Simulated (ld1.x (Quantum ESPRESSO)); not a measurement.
**Cu (Z = 29), PAW: configuration errors across variants**

ld1.x (Quantum ESPRESSO) 7.5 input, shortened:

```
&input
   title='Cu', zed=29., rel=1, dft='PBE', iswitch=3,
   config='[Ar] 3d10 4s1 4p0'
 /
 &inputp
   pseudotype=3, lpaw=.true., tm=.true., lloc=-1, rcloc=2.10,
   nlcc=.true., new_core_ps=.true.,
   which_augfun='PSQ', rmatch_augfun_nc=.true.
 /
6
4S  1  0   1.00   0.00  2.05  2.40  0.0
4S  1  0   0.00   1.10  2.05  2.40  0.0
4P  2  1   0.00   0.00  3.55  4.25  0.0
4P  2  1   0.00   4.70  3.55  4.25  0.0
3D  3  2  10.00   0.00  1.35  1.65  0.0
3D  3  2   0.00   0.20  1.35  1.65  0.0
 &test
   configts(1)='3d10 4s1 4p0'
 /
```

All-electron excitation energies from the reference (eV): (1) 3d10 4s0 4p0 8.148; (2) 3d9 4s0 4p0 29.480; (3) 3d8 4s0 4p0 68.500; (4) 3d7 4s0 4p0 128.209; (5) 3d10 4s0 4p1 4.137; (6) 3d9 4s1 4p0 11.578; (7) 3d10 4s0.5 4p0 3.162.

1 further variants failed, have other tests or too few solved ones, and are left out.

A true bound ghost makes a file unfit for plane-wave use even where its test errors are small: the radial tests pick states by their node count and pass the ghost by.

Errors AE − PS in meV (a dash: test not solved or not reliable):

| change | (1) | (2) | (3) | (4) | (5) | (6) | (7) | bound ghosts |
| --- | --- | --- | --- | --- | --- | --- | --- | --- |
| base | -7.4 | -56 | -531 | -2036 | -21 | -56 | -1.8 | p |
| all radii but the core radius scaled by about 0.96 (s 2.30, p 4.08, d 1.58 bohr, rcut 1.96/3.42/1.30); local potential all-electron potential smoothed inside 2.02 bohr (lloc = -1) | -6.9 | -55 | -514 | -1956 | -1.1 | -54 | -1.7 | none |
| local potential all-electron potential smoothed inside 3.44 bohr (lloc = -1) | -12 | -81 | -821 | -3074 | -26 | -90 | -2.9 | p |
| local potential all-electron potential smoothed inside 2.00 bohr (lloc = -1) | -7.3 | -56 | -526 | -2015 | -20 | -55 | -1.8 | p |
| waves 4s (bound): rcut 1.84, rcutus 1.94 bohr; 4s channel at 1.1 Ry: rcut 1.84, rcutus 1.94 bohr | -7.4 | -56 | -531 | -2036 | -21 | -57 | -1.9 | p |
| waves 3d (bound): rcut 1.10, rcutus 1.16 bohr; 3d channel at 0.2 Ry: rcut 1.10, rcutus 1.16 bohr | -6.4 | -55 | -494 | -1861 | -20 | -51 | -1.6 | p |
| wave 4p channel at 4.7 Ry: rcut 3.55, rcutus 4.25 bohr becomes 4p channel at -0.08 Ry: rcut 3.55, rcutus 4.25 bohr | -7.4 | -56 | -531 | -2036 | -1.2 | -56 | -1.8 | none |

Question: Give the same row for: waves 4p (bound): rcut 2.76, rcutus 2.92 bohr; 4p channel at 4.7 Ry: rcut 2.76, rcutus 2.92 bohr.

Answer: -7.4, -56, -531, -2036, -2.1, -56, -1.8; bound ghosts: none.
